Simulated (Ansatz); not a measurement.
Nudged elastic band run: CH₃AlS₂

Input:

```yaml
crystal:
  periodic: [false, false, false]
  atoms:
    - { symbol: Al, position_ang: [-0.5485, 0.903807, -0.25924] }
    - { symbol: C, position_ang: [0.753329, -0.288848, 0.506917] }
    - { symbol: S, position_ang: [1.275207, -1.500392, -0.775834] }
    - { symbol: S, position_ang: [-0.720784, -1.423212, 0.014162] }
    - { symbol: H, position_ang: [-0.37936, 1.263222, -1.714104] }
    - { symbol: H, position_ang: [-1.514527, 1.559076, 0.698988] }
    - { symbol: H, position_ang: [1.134624, -0.513654, 1.52911] }
basis:
  gaussian: { orbitals: STO-3G }
hamiltonian:
  xc: pbe
neb:
  order_check: false
  images: 7
  f_tol: 0.2
  max_iterations: 60
  final_atoms:
    - { symbol: Al, position_ang: [-0.80862188, 0.91311027, -0.35263566] }
    - { symbol: C, position_ang: [0.21155727, -0.65043289, 0.07515709] }
    - { symbol: S, position_ang: [1.54199888, -1.60389925, 0.67817049] }
    - { symbol: S, position_ang: [-1.19832852, -1.2959092, -0.63277403] }
    - { symbol: H, position_ang: [-0.44071607, 1.63065306, -1.62952336] }
    - { symbol: H, position_ang: [-1.60193266, 1.53067938, 0.77428082] }
    - { symbol: H, position_ang: [2.29603196, -0.52420237, 1.08732366] }
  initial_path:
    images:
      - { positions_ang: [[-0.5485, 0.903807, -0.25924], [0.753329, -0.288848, 0.506917], [1.275207, -1.500392, -0.775834], [-0.720784, -1.423212, 0.014162], [-0.37936, 1.263222, -1.714104], [-1.514527, 1.559076, 0.698988], [1.134624, -0.513654, 1.52911]] }
      - { positions_ang: [[-0.56388365, 0.93103634, -0.25493278], [0.67878914, -0.27693089, 0.61364442], [1.22354221, -1.41849706, -0.70488599], [-0.74741749, -1.41200991, 0.06483662], [-0.30168691, 1.26196355, -1.70000572], [-1.62072263, 1.55443957, 0.60359142], [1.33136832, -0.6400026, 1.37775103]] }
      - { positions_ang: [[-0.57926729, 0.95826569, -0.25062555], [0.60424928, -0.26501378, 0.72037183], [1.17187741, -1.33660213, -0.63393798], [-0.77405097, -1.40080782, 0.11551124], [-0.22401382, 1.26070509, -1.68590743], [-1.72691825, 1.54980314, 0.50819484], [1.52811264, -0.76635119, 1.22639205]] }
      - { positions_ang: [[-0.59465094, 0.98549503, -0.24631833], [0.52970942, -0.25309666, 0.82709925], [1.12021262, -1.25470719, -0.56298997], [-0.80068446, -1.38960573, 0.16618586], [-0.14634072, 1.25944664, -1.67180915], [-1.83311388, 1.5451667, 0.41279826], [1.72485696, -0.89269979, 1.07503308]] }
      - { positions_ang: [[-0.61003459, 1.01272437, -0.2420111], [0.45516957, -0.24117955, 0.93382666], [1.06854783, -1.17281225, -0.49204196], [-0.82731795, -1.37840364, 0.21686049], [-0.06866763, 1.25818818, -1.65771087], [-1.93930951, 1.54053027, 0.31740168], [1.92160128, -1.01904838, 0.92367411]] }
      - { positions_ang: [[-0.65968141, 0.98782085, -0.26966724], [0.39426649, -0.34349289, 0.71915927], [1.18691059, -1.280584, -0.19948885], [-0.92007059, -1.35778003, 0.00445186], [-0.16167974, 1.3513044, -1.65066399], [-1.85496529, 1.53806755, 0.43162146], [2.01520895, -0.89533688, 0.9645865]] }
      - { positions_ang: [[-0.70932823, 0.96291732, -0.29732338], [0.33336342, -0.44580622, 0.50449188], [1.30527335, -1.38835575, 0.09306426], [-1.01282323, -1.33715642, -0.20795677], [-0.25469185, 1.44442062, -1.64361711], [-1.77062108, 1.53560483, 0.54584125], [2.10881662, -0.77162538, 1.00549888]] }
      - { positions_ang: [[-0.75897505, 0.9380138, -0.32497952], [0.27246035, -0.54811956, 0.28982448], [1.42363612, -1.4961275, 0.38561738], [-1.10557587, -1.31653281, -0.4203654], [-0.34770396, 1.53753684, -1.63657024], [-1.68627687, 1.5331421, 0.66006103], [2.20242429, -0.64791388, 1.04641127]] }
      - { positions_ang: [[-0.80862188, 0.91311027, -0.35263566], [0.21155727, -0.65043289, 0.07515709], [1.54199888, -1.60389925, 0.67817049], [-1.19832852, -1.2959092, -0.63277403], [-0.44071607, 1.63065306, -1.62952336], [-1.60193266, 1.53067938, 0.77428082], [2.29603196, -0.52420237, 1.08732366]] }
```

Launched with:

```bash
$ ansatz run input.yaml --threads 1 --pin off --max-ram 2048MiB --backend cpu --events-out ev --progress --plain --runs-dir out
```

Output, in part (warnings, iteration lines, the closing report on the highest movable image, with atoms numbered from 0):

```
NEB end point (image 0): max|allowed force component| = 8.452e-3 eV/Å (the criterion of neb.relax_end_points is 4.000e-2)
NEB end point (image 8): max|allowed force component| = 5.671e-4 eV/Å (the criterion of neb.relax_end_points is 4.000e-2)
NEB iter   1: max|band force component| = 1.822e1 eV/Å  barrier→ = 7.4828 eV  barrier← = 7.7909 eV  Δτ_max = 0.1984 Å  (245 SCF iters)
NEB iter   2: max|band force component| = 7.614e0 eV/Å  barrier→ = 5.0949 eV  barrier← = 5.4030 eV  Δτ_max = 0.1929 Å  (196 SCF iters)
NEB iter   3: max|band force component| = 3.630e0 eV/Å  barrier→ = 4.8288 eV  barrier← = 5.1369 eV  Δτ_max = 0.2000 Å  (218 SCF iters)
NEB iter   4: max|band force component| = 1.709e0 eV/Å  barrier→ = 4.3043 eV  barrier← = 4.6124 eV  Δτ_max = 0.1948 Å  (184 SCF iters)
NEB iter   5: max|band force component| = 4.234e0 eV/Å  barrier→ = 4.3479 eV  barrier← = 4.6560 eV  Δτ_max = 0.0986 Å  (196 SCF iters)
NEB iter   6: max|band force component| = 1.529e0 eV/Å  barrier→ = 4.0329 eV  barrier← = 4.3410 eV  Δτ_max = 0.1973 Å  (187 SCF iters)
NEB iter   7: max|band force component| = 9.839e-1 eV/Å  barrier→ = 4.1431 eV  barrier← = 4.4513 eV  Δτ_max = 0.0992 Å  (204 SCF iters)
NEB iter   8: max|band force component| = 1.165e0 eV/Å  barrier→ = 4.0382 eV  barrier← = 4.3464 eV  Δτ_max = 0.0495 Å  (181 SCF iters)
NEB iter   9: max|band force component| = 5.086e-1 eV/Å  barrier→ = 4.0082 eV  barrier← = 4.3164 eV  Δτ_max = 0.0961 Å  (186 SCF iters)
NEB iter  10: max|band force component| = 5.477e-1 eV/Å  barrier→ = 4.0086 eV  barrier← = 4.3168 eV  Δτ_max = 0.0896 Å  (191 SCF iters)
NEB iter  11: max|band force component| = 7.168e-1 eV/Å  barrier→ = 3.9891 eV  barrier← = 4.2972 eV  Δτ_max = 0.0952 Å  (192 SCF iters)
NEB iter  12: max|band force component| = 5.741e-1 eV/Å  barrier→ = 3.9483 eV  barrier← = 4.2564 eV  Δτ_max = 0.0993 Å  (197 SCF iters)
NEB iter  13: max|band force component| = 5.966e-1 eV/Å  barrier→ = 3.8502 eV  barrier← = 4.1583 eV  Δτ_max = 0.0995 Å  (202 SCF iters)
NEB iter  14: max|band force component| = 6.077e-1 eV/Å  barrier→ = 3.7483 eV  barrier← = 4.0565 eV  Δτ_max = 0.0494 Å  (200 SCF iters)
NEB iter  15: max|band force component| = 6.015e-1 eV/Å  barrier→ = 3.7408 eV  barrier← = 4.0490 eV  Δτ_max = 0.0495 Å  (195 SCF iters)
NEB iter  16: max|band force component| = 5.796e-1 eV/Å  barrier→ = 3.7222 eV  barrier← = 4.0303 eV  Δτ_max = 0.0996 Å  (188 SCF iters)
NEB iter  17: max|band force component| = 8.145e-1 eV/Å  barrier→ = 3.7813 eV  barrier← = 4.0894 eV  Δτ_max = 0.1002 Å  (191 SCF iters)
NEB iter  18: max|band force component| = 7.873e-1 eV/Å  barrier→ = 3.8682 eV  barrier← = 4.1763 eV  Δτ_max = 0.0990 Å  (195 SCF iters)
NEB iter  19: max|band force component| = 8.963e-1 eV/Å  barrier→ = 3.9086 eV  barrier← = 4.2167 eV  Δτ_max = 0.0502 Å  (196 SCF iters)
NEB iter  20: max|band force component| = 1.059e0 eV/Å  barrier→ = 3.9243 eV  barrier← = 4.2325 eV  Δτ_max = 0.1009 Å  (187 SCF iters)
NEB iter  21: max|band force component| = 1.415e0 eV/Å  barrier→ = 3.9052 eV  barrier← = 4.2134 eV  Δτ_max = 0.2000 Å  (193 SCF iters)
NEB iter  22: max|band force component| = 2.119e0 eV/Å  barrier→ = 4.1403 eV  barrier← = 4.4485 eV  Δτ_max = 0.1014 Å  (195 SCF iters)
NEB iter  23: max|band force component| = 8.299e-1 eV/Å  barrier→ = 4.0512 eV  barrier← = 4.3593 eV  Δτ_max = 0.1327 Å  (174 SCF iters)
NEB iter  24: max|band force component| = 6.158e-1 eV/Å  barrier→ = 4.0037 eV  barrier← = 4.3119 eV  Δτ_max = 0.0829 Å  (181 SCF iters)
NEB iter  25: max|band force component| = 5.590e-1 eV/Å  barrier→ = 3.9947 eV  barrier← = 4.3029 eV  CI = image 2  Δτ_max = 0.2000 Å  (185 SCF iters)
NEB iter  26: max|band force component| = 4.778e-1 eV/Å  barrier→ = 4.0294 eV  barrier← = 4.3375 eV  CI = image 2  Δτ_max = 0.1423 Å  (169 SCF iters)
NEB iter  27: max|band force component| = 7.502e-1 eV/Å  barrier→ = 4.0328 eV  barrier← = 4.3410 eV  CI = image 2  Δτ_max = 0.0702 Å  (184 SCF iters)
NEB iter  28: max|band force component| = 6.359e-1 eV/Å  barrier→ = 4.0267 eV  barrier← = 4.3348 eV  CI = image 2  Δτ_max = 0.0700 Å  (169 SCF iters)
NEB iter  29: max|band force component| = 4.753e-1 eV/Å  barrier→ = 4.0260 eV  barrier← = 4.3341 eV  CI = image 2  Δτ_max = 0.0648 Å  (155 SCF iters)
NEB iter  30: max|band force component| = 4.247e-2 eV/Å  barrier→ = 4.0256 eV  barrier← = 4.3337 eV  CI = image 2  Δτ_max = 0.0000 Å  (350 SCF iters)
Total energy: -29001.17663323 eV, -1065.7735835677 hartree
Atom 0 at    -0.666749     1.015927    -0.255325 Å, force    -0.007045     0.004682     0.001384 eV/Å
Atom 1 at     0.530162     0.082672     1.034687 Å, force     0.003258    -0.012146    -0.001206 eV/Å
Atom 2 at     1.303829    -1.266927    -0.486604 Å, force     0.005412     0.001664    -0.007900 eV/Å
Atom 3 at    -0.713645    -1.280983     0.223601 Å, force    -0.000633     0.004190     0.013345 eV/Å
Atom 4 at    -0.287904     1.187013    -1.711415 Å, force     0.006419    -0.000408     0.002203 eV/Å
Atom 5 at    -1.906146     1.647964     0.342735 Å, force    -0.002278    -0.001316    -0.006005 eV/Å
Atom 6 at     1.740443    -1.385666     0.852321 Å, force    -0.005133     0.003334    -0.001822 eV/Å
Dipole moment:     0.249934    -0.431941    -0.122347 e Å
```

The run converged. The threshold of 0.2 eV/Å is loose, so the images may lie well off the minimum-energy path. The profile has 2 maxima (images 2, 6) with wells between them (image 5): this band takes more than one step, which may be the mechanism or a detour left from its start path. Neighbouring images differ by up to 2.8 eV, so the band resolves the path poorly. Another band between the same ends (7 images) ends at a top of the same energy, where a vibrational analysis finds 1 clearly imaginary mode. The orbitals stay closed-shell, which can raise the energy where a bond breaks towards radicals; this wasn't checked here. Limits of this set-up: minimal basis.

Final band (atoms are numbered from 1 in the order of the input):

| image | path coordinate (Å) | energy (eV) | C2–H7 (Å) | S3–S4 (Å) | S3–H7 (Å) |
| --- | --- | --- | --- | --- | --- |
| 0 | 0.00 | 0.00 | 1.11 | 2.15 | 2.51 |
| 1 | 0.87 | 1.25 | 1.15 | 2.14 | 2.07 |
| 2 | 1.74 | 4.03 | 1.91 | 2.14 | 1.41 |
| 3 | 2.65 | 1.89 | 2.13 | 2.83 | 1.35 |
| 4 | 3.56 | -0.04 | 2.36 | 3.08 | 1.38 |
| 5 | 4.48 | -0.27 | 2.39 | 3.10 | 1.39 |
| 6 | 5.39 | 0.41 | 2.38 | 3.15 | 1.37 |
| 7 | 6.31 | 0.17 | 2.34 | 3.04 | 1.37 |
| 8 | 7.22 | -0.31 | 2.32 | 3.05 | 1.38 |

The run took 5.1 min on 1 thread of Arm Neoverse V1, on a shared host, peak memory 0.091 GiB.
